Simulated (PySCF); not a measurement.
Job file and geometry (Å, from GFN2-xTB) of an NMR shielding run on SMILES [H]/N=C\[C@@H](CF)[C@H]1C[SiH2]1, C5H10FNSi, PySCF, GIAO PBE0/pcSseg-1 NMR shielding, non-relativistic, gas phase; density fitting, a coarse starting grid and PySCF grid level 2 are the driver's defaults:

```
$ OMP_NUM_THREADS=1 python probes_run.py task.json out

{"job": {"kind": "nmr", "xc": "PBE0", "basis": "pcSseg-1"}, "charge": 0, "multiplicity": 1}
N     -1.733604     2.127459    -0.638587
C     -1.568185     0.886140    -0.600100
C     -0.656194     0.095360     0.297473
C     -1.384752    -1.124688     0.854908
F     -0.578174    -1.797840     1.742234
C      0.549944    -0.322363    -0.525570
C      1.670024     0.707848    -0.722707
Si     2.191148    -0.789981     0.296082
H     -1.211490     2.653035     0.063005
H     -2.106920     0.305335    -1.345261
H     -0.323222     0.717803     1.135938
H     -2.286866    -0.837186     1.405457
H     -1.639494    -1.833831     0.060831
H      0.255656    -0.842143    -1.432816
H      2.011504     0.841969    -1.739533
H      1.518153     1.662273    -0.236700
H      2.979140    -1.817163    -0.356973
H      2.304573    -0.625709     1.730661
```

**Question.** What does the program print?

**Answer.** 
```
coarse grid: 15408 points
cycle   1  E = -639.8610948012  dE =  9.607e-01  |g| = 6.221e-01  |ddm| = 3.791e+00
cycle   2  E = -639.7702406292  dE =  9.085e-02  |g| = 9.218e-01  |ddm| = 1.415e+00
cycle   3  E = -639.9423800061  dE = -1.721e-01  |g| = 9.745e-02  |ddm| = 8.684e-01
cycle   4  E = -639.9438398880  dE = -1.460e-03  |g| = 5.908e-02  |ddm| = 1.172e-01
cycle   5  E = -639.9445922000  dE = -7.523e-04  |g| = 1.364e-02  |ddm| = 6.040e-02
cycle   6  E = -639.9446349171  dE = -4.272e-05  |g| = 3.843e-03  |ddm| = 1.627e-02
cycle   7  E = -639.9446380620  dE = -3.145e-06  |g| = 7.306e-04  |ddm| = 3.629e-03
final grid: 144288 points
cycle   8  E = -639.9970089611  dE = -4.695e-05  |g| = 8.381e-03  |ddm| = 3.464e-02
cycle   9  E = -639.9969971486  dE =  1.181e-05  |g| = 1.100e-02  |ddm| = 1.862e-02
cycle  10  E = -639.9970259628  dE = -2.881e-05  |g| = 1.334e-03  |ddm| = 1.132e-02
cycle  11  E = -639.9970263330  dE = -3.702e-07  |g| = 2.882e-04  |ddm| = 1.573e-03
cycle  12  E = -639.9970263445  dE = -1.155e-08  |g| = 1.744e-04  |ddm| = 3.131e-04
cycle  13  E = -639.9970263509  dE = -6.342e-09  |g| = 3.164e-05  |ddm| = 1.528e-04
cycle  14  E = -639.9970263511  dE = -2.278e-10  |g| = 1.036e-05  |ddm| = 4.184e-05
converged SCF energy = -639.9970263511

GIAO shielding tensors (ppm)
atom      isotropic    diamagn.    paramagn.     s11        s22        s33       span
  0 N      -93.724     322.482    -416.206   -422.199    -78.850    219.878    642.077
  1 C       11.717     253.338    -241.621   -109.265     24.922    119.493    228.758
  2 C      125.301     247.718    -122.417    113.757    121.333    140.812     27.055
  3 C       99.861     241.246    -141.386     66.061     83.563    149.957     83.896
  4 F      426.793     474.381     -47.588    380.550    440.022    459.808     79.258
  5 C      177.472     254.401     -76.929    145.265    172.311    214.838     69.573
  6 C      188.866     253.288     -64.422    155.452    193.279    217.866     62.414
  7 Si     490.856     881.880    -391.024    383.062    403.772    685.735    302.672
  8 H       20.983      35.213     -14.229     10.162     24.714     28.075     17.913
  9 H       24.163      30.217      -6.053     20.697     23.035     28.759      8.062
 10 H       30.407      34.624      -4.217     27.707     28.702     34.813      7.107
 11 H       26.859      28.831      -1.972     22.187     27.423     30.967      8.781
 12 H       27.046      29.703      -2.657     22.693     27.187     31.259      8.566
 13 H       31.027      33.813      -2.786     25.264     28.812     39.004     13.740
 14 H       31.035      30.614       0.421     25.376     26.559     41.172     15.796
 15 H       31.557      32.609      -1.051     26.014     28.711     39.948     13.934
 16 H       28.860      30.200      -1.340     23.694     25.849     37.038     13.344
 17 H       29.089      30.902      -1.812     24.217     27.242     35.810     11.593
```

**Question.** Turn these shieldings into chemical shifts. Shifts are taken against calculated references (same method and geometry level): 15N (σref 267.73) against NH3; 13C (σref 186.93) and 29Si (σref 349.16) and 1H (σref 31.72) against TMS; CFCl3 for 19F (σref 170.95).

**Answer.** Averaging equivalent atoms: N 0: 361.5; C 1: 175.2; C 3: 87.1; C 2: 61.6; C 5: 9.5; C 6: -1.9; F 4: -255.8; Si 7: -141.7; H 8: 10.73; H 9: 7.55; H 11: 4.86; H 12: 4.67; H 16: 2.86; H 17: 2.63; H 10: 1.31; H 13: 0.69; H 14: 0.68; H 15: 0.16 ppm. Unscaled 19F shifts against computed CFCl3 carry errors that often reach 10 to 50 ppm. Experimental scales use liquid or dissolved standards, which lie at an offset from isolated NH3 (liquid NH3: subtract about 20 ppm). Unscaled 15N shifts of sp2 nitrogen come out 20 to 40 ppm too high even then.

Size and cost of the density-fitted run: 193 basis functions, 52 s wall time on 1 thread of an Arm Neoverse N1, shared host; peak memory 0.9 GiB.
